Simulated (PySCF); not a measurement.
## Calculated data, CH6N2Si

Calculation on a computer-drawn molecule: the log of a Hartree-Fock and frozen-core CCSD(T) single point meant for a local Hartree-Fock minimum, with one planted fault or none, to be diagnosed. Offsets are logged minus clean, where the clean run is the same molecule without the fault. The reference is restricted for singlets and unrestricted otherwise, and also for a bond in bohr or an excited solution. Adding or removing an electron swaps singlet and doublet. The excited solution moves the top pair (singlet) or top alpha electron (doublet) to the lowest empty orbital. Highest occupied and lowest empty are orbital energies over both spins, largest force is the largest gradient component, triples share is (T) over the correlation energy, the T1 limit is 0.02 restricted and 0.045 unrestricted, electrons count all cores, a negative frequency is imaginary (commonest isotopes), and the dipole is about the centre of nuclear charge. Program: PySCF 2.14.0.

```xyz
10
formula=CH6N2Si meant_charge=0 meant_multiplicity=1 meant_basis=cc-pV(D+d)Z logged_electrons=40 logged_basis_functions=95 logged_SCF_converged=yes logged_spin_squared=0 logged_highest_occupied=-8.2722 logged_lowest_empty=2.3069 logged_largest_force=2.13e-05 logged_lowest_frequency=59.392 logged_T1_diagnostic=0.013267 logged_D1_diagnostic=0.047602 logged_triples_share=0.028044 logged_CC_converged=yes logged_dipole_magnitude=2.7256 logged_SCF_stable_within_its_kind=yes logged_energy_HF=-439.18334 logged_energy_CCSD(T)=-439.81919 possible_faults=no_fault,one_electron_removed,one_electron_added,multiplicity_raised_by_two,geometry_at_a_saddle_point,SCF_held_on_an_excited_solution,minimal_basis_STO-3G,one_bond_length_entered_in_bohr,all_coordinates_scaled planted_fault=no_fault HF_energy_offset_from_clean_run=0 CCSD(T)_energy_offset_from_clean_run=0
N     -0.1442     1.1740    -1.5891
C      0.8878     0.1442    -1.4972
Si     2.0326     0.4209     0.0253
N      2.9031    -1.0437    -0.0542
H      0.2709     2.0879    -1.6613
H     -0.6981     1.0547    -2.4203
H      1.5126     0.0478    -2.4030
H      0.3964    -0.8281    -1.3662
H      3.6264    -1.2618     0.6045
H      2.7763    -1.7863    -0.7181
```

Units: logged_highest_occupied, logged_lowest_empty in eV; logged_largest_force in hartree/bohr; logged_lowest_frequency in cm⁻¹; logged_dipole_magnitude in debye; logged_energy_HF, logged_energy_CCSD(T) in hartree; HF_energy_offset_from_clean_run, CCSD(T)_energy_offset_from_clean_run in kcal/mol.

Drawn bonds:
```tsv
atom	other atom	order
1	2	1
2	3	1
3	4	1
1	5	1
1	6	1
2	7	1
2	8	1
4	9	1
4	10	1
```
